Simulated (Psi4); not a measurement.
C₄H₁₁Ge (SMILES C[C](C)[CH2][GeH3]), doublet, geometry from GFN2-xTB; CAM-B3LYP/def2-SVP (Psi4).

Psi4 was given this input:
```
memory 2 GB

molecule {
0 2
  C    -1.85035356    1.56009507    0.14592461
  C    -1.57669076    0.11504733   -0.06642678
  C    -2.07325179   -0.86283119    0.93630274
  C    -0.47103887   -0.27125152   -0.93856462
  Ge    1.35925460   -0.13968053   -0.06768165
  H    -2.85248235    1.71641892    0.54198171
  H    -1.74655752    2.11849549   -0.78413121
  H    -1.14053095    1.99270829    0.86601577
  H    -1.39644362   -0.91652367    1.80145150
  H    -2.13128078   -1.86437527    0.51056702
  H    -3.05654015   -0.57954374    1.30802397
  H    -0.56352042   -1.30878474   -1.26621876
  H    -0.41699272    0.36701745   -1.82302937
  H     1.48452088   -1.01152390    1.14606699
  H     2.47398997   -0.54191736   -0.99123372
  H     1.67770040    1.25144752    0.39290304
}

set basis def2-svp
set reference uks

energy('cam-b3lyp')
print_variables()
```

It wrote (shortened):

```
   => Loading Basis Set <=

    Name: DEF2-SVP
    Role: ORBITAL
    Keyword: BASIS

         ---------------------------------------------------------
                                   SCF
               by Justin Turney, Rob Parrish, Andy Simmonett
                          and Daniel G. A. Smith
                              UKS Reference
         ---------------------------------------------------------

  ==> Geometry <==

    Molecular point group: c1
    Full point group: C1

    Geometry (in Angstrom), charge = 0, multiplicity = 2:

       Center              X                  Y                   Z               Mass
    ------------   -----------------  -----------------  -----------------  -----------------
         C           -2.008942960005     1.579640174977     0.163672195749    12.000000000000
         C           -1.735280160005     0.134592434977    -0.048679194251    12.000000000000
         C           -2.231841190005    -0.843286085023     0.954050325749    12.000000000000
         C           -0.629628270005    -0.251706415023    -0.920817034251    12.000000000000
         GE           1.200665199995    -0.120135425023    -0.049934064251    73.921177761000
         H           -3.011071750005     1.735964024977     0.559729295749     1.007825032230
         H           -1.905146920005     2.138040594977    -0.766383624251     1.007825032230
         H           -1.299120350005     2.012253394977     0.883763355749     1.007825032230
         H           -1.555033020005    -0.896978565023     1.819199085749     1.007825032230
         H           -2.289870180005    -1.844830165023     0.528314605749     1.007825032230
         H           -3.215129550005    -0.559998635023     1.325771555749     1.007825032230
         H           -0.722109820005    -1.289239635023    -1.248471174251     1.007825032230
         H           -0.575582120005     0.386562554977    -1.805281784251     1.007825032230
         H            1.325931479995    -0.991978795023     1.163814575749     1.007825032230
         H            2.315400569995    -0.522372255023    -0.973486134251     1.007825032230
         H            1.519110999995     1.270992624977     0.410650625749     1.007825032230

  Running in c1 symmetry.

  Rotational constants: A =      0.18842  B =      0.05019  C =      0.04592 [cm^-1]
  Rotational constants: A =   5648.73670  B =   1504.65029  C =   1376.55448 [MHz]
  Nuclear repulsion =  345.826716436472111

  Charge       = 0
  Multiplicity = 2
  Electrons    = 67
  Nalpha       = 34
  Nbeta        = 33

  ==> Algorithm <==

  SCF Algorithm Type is DF.
  DIIS enabled.
  MOM disabled.
  Fractional occupation disabled.
  Guess Type is SAD.
  Energy threshold   = 1.00e-06
  Density threshold  = 1.00e-06
  Integral threshold = 1.00e-12

  ==> Primary Basis <==

  Basis Set: DEF2-SVP
    Blend: DEF2-SVP
    Number of shells: 69
    Number of basis functions: 143
    Number of Cartesian functions: 150
    Spherical Harmonics?: true
    Max angular momentum: 2

  ==> DFT Potential <==

   => LibXC <=

    Version 7.1.2
    S. Lehtola, C. Steigemann, M. J. T. Oliveira, and M. A. L. Marques,  SoftwareX 7, 1–5 (2018) (10.1016/j.softx.2017.11.002)

   => Composite Functional: CAM-B3LYP <=

    CAM-B3LYP Hyb-GGA Exchange-Correlation Functional

    T. Yanai, D. P. Tew, and N. C. Handy,  Chem. Phys. Lett. 393, 51 (2004) (10.1016/j.cplett.2004.06.011)

    Deriv               =              1
    GGA                 =           TRUE
    Meta                =          FALSE

    Exchange Hybrid     =           TRUE
    MP2 Hybrid          =          FALSE

   => Exchange Functionals <=

    0.3500         Becke 88 [omega = 0.3300]
    0.4600   Short-range recipe for B88 functional - erf [omega = 0.3300]

   => Exact (HF) Exchange <=

    0.4600            HF,LR [omega = 0.3300]
    0.1900               HF

   => Correlation Functionals <=

    0.1900   Vosko, Wilk & Nusair (VWN5)
    0.8100   Lee, Yang & Parr

[...]

  ==> Pre-Iterations <==

  SCF Guess: Superposition of Atomic Densities via on-the-fly atomic UHF (no occupation information).

   -------------------------
    Irrep   Nso     Nmo
   -------------------------
     A        143     143
   -------------------------
    Total     143     143
   -------------------------

  ==> Iterations <==

                           Total Energy        Delta E     RMS |[F,P]|

   @DF-UKS iter SAD: -2231.92095556449340   -2.23192e+03   0.00000e+00
   @DF-UKS iter   1: -2234.02248364393927   -2.10153e+00   1.72391e-02 ADIIS/DIIS
   @DF-UKS iter   2: -2232.74841371555067    1.27407e+00   2.90293e-02 ADIIS/DIIS
   @DF-UKS iter   3: -2235.60436748250186   -2.85595e+00   1.54011e-03 ADIIS/DIIS
   @DF-UKS iter   4: -2235.62028248755223   -1.59150e-02   8.26838e-04 ADIIS/DIIS
   @DF-UKS iter   5: -2235.62748281858467   -7.20033e-03   7.82943e-05 DIIS
   @DF-UKS iter   6: -2235.62759345790937   -1.10639e-04   4.43795e-05 DIIS
   @DF-UKS iter   7: -2235.62762660382214   -3.31459e-05   9.97149e-06 DIIS
   @DF-UKS iter   8: -2235.62762994912964   -3.34531e-06   3.65442e-06 DIIS
   @DF-UKS iter   9: -2235.62763030667884   -3.57549e-07   1.59043e-06 DIIS
   @DF-UKS iter  10: -2235.62763035030730   -4.36285e-08   5.65422e-07 DIIS
  Energy and wave function converged.

  ==> Post-Iterations <==

   Electrons on quadrature grid:
      Nalpha   =   34.0000336280 ; deviation = 3.363e-05
      Nbeta    =   33.0000373160 ; deviation = 3.732e-05
      Ntotal   =   67.0000709440 ; deviation = 7.094e-05

   @Spin Contamination Metric:   5.247519811E-03
   @S^2 Expected:                7.500000000E-01
   @S^2 Observed:                7.552475198E-01
   @S   Expected:                5.000000000E-01
   @S   Observed:                5.000000000E-01

    Orbital Energies [Eh]
    ---------------------

    Alpha Occupied:

[...]
      34A     -0.220118

    Alpha Virtual:

[...]
     143A      3.169512

    Beta Occupied:

[...]
    Beta Virtual:

[...]
    Final Occupation by Irrep:
              A
    DOCC [    33 ]
    SOCC [     1 ]
    NA   [    34 ]
    NB   [    33 ]

  @DF-UKS Final Energy: -2235.62763035030730

   => Energetics <=

    Nuclear Repulsion Energy =            345.8267164364721111
    One-Electron Energy =               -3794.1927723532562595
    Two-Electron Energy =                1292.8761113839507289
    DFT Exchange-Correlation Energy =     -80.1376858174736100
    Empirical Dispersion Energy =           0.0000000000000000
    VV10 Nonlocal Energy =                  0.0000000000000000
    Total Energy =                      -2235.6276303503072995

  UHF NO Occupations:
  HONO-2 :   32  A 1.9993140
  HONO-1 :   33  A 1.9987897
  HONO-0 :   34  A 1.0000000
  LUNO+0 :   35  A 0.0012103
  LUNO+1 :   36  A 0.0006860
  LUNO+2 :   37  A 0.0001976
  LUNO+3 :   38  A 0.0001761

Computation Completed

Properties will be evaluated at   0.000000,   0.000000,   0.000000 [a0]

Properties computed using the SCF density matrix

 Multipole Moments:

 ------------------------------------------------------------------------------------
     Multipole            Electronic (a.u.)      Nuclear  (a.u.)        Total (a.u.)
 ------------------------------------------------------------------------------------

 L = 1.  Multiply by 2.5417464519 to convert [e a0] to [Debye]
 Dipole X            :         19.8623164          -20.0792656           -0.2169491
 Dipole Y            :         -2.4772267            2.4746383           -0.0025884
 Dipole Z            :         -2.3081923            2.2470508           -0.0611415
 Magnitude           :                                                    0.2254149

 ------------------------------------------------------------------------------------

  Variable Map:
  ----------------------------------------------------------------------------
[...]
  Array Variable Map:
  ----------------------------------------------------------------------------
[...]
[...]
```
